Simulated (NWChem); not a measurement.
Molecule: 1,3-disilacyclobutane (C₂H₈Si₂); SMILES C1[SiH2]C[SiH2]1

```xyz
12

C      1.3707     0.0000     0.0966
Si     0.0000     1.3277    -0.0450
C     -1.3707     0.0000     0.0966
Si     0.0000    -1.3277    -0.0450
H      1.8722     0.0000     1.0709
H      2.1391     0.0000    -0.6815
H      0.0000     2.3642     1.0275
H      0.0000     2.0177    -1.3661
H     -1.8722     0.0000     1.0709
H     -2.1391     0.0000    -0.6815
H      0.0000    -2.3642     1.0275
H      0.0000    -2.0177    -1.3661
```
Atoms are numbered in this order, from 1.

Computed with NWChem. Structure relaxed at the B3LYP/6-31G* (spherical d) level. Hybrids' shares of exact exchange are those that their runs print; pure functionals count as 0. The functionals differ in more than this share.

| row | share of exact exchange | orbital gap (eV) |
|---|---|---|
| PBE/def2-TZVP | 0.00 | 5.67 |
| LDA (Slater exchange, VWN5)/def2-TZVP | 0.00 | 5.55 |
| TPSSh/def2-TZVP | 0.10 | 6.75 |
| B3LYP/def2-TZVP | 0.20 | withheld |
| Hartree-Fock/def2-TZVP | 1.00 | 13.22 |

Task: Fit a straight line of the last column on the one before it, predict the withheld value, and compare with the run.

Result: 
1. Means of the 4 shown rows: x = 0.275, y = 7.797. Slope Σ(x − x̄)(y − ȳ)/Σ(x − x̄)² = 5.318/0.7075 = 7.516; intercept 5.731.
2. The shown rows scatter about the line by 0.165 (root mean square); the largest residual is +0.27, at TPSSh/def2-TZVP.
3. At x = 0.20 (B3LYP/def2-TZVP; inside the shown range) the line gives 7.23.
4. The run gives 7.24, +0.01 from the line, 0.1 times the scatter.
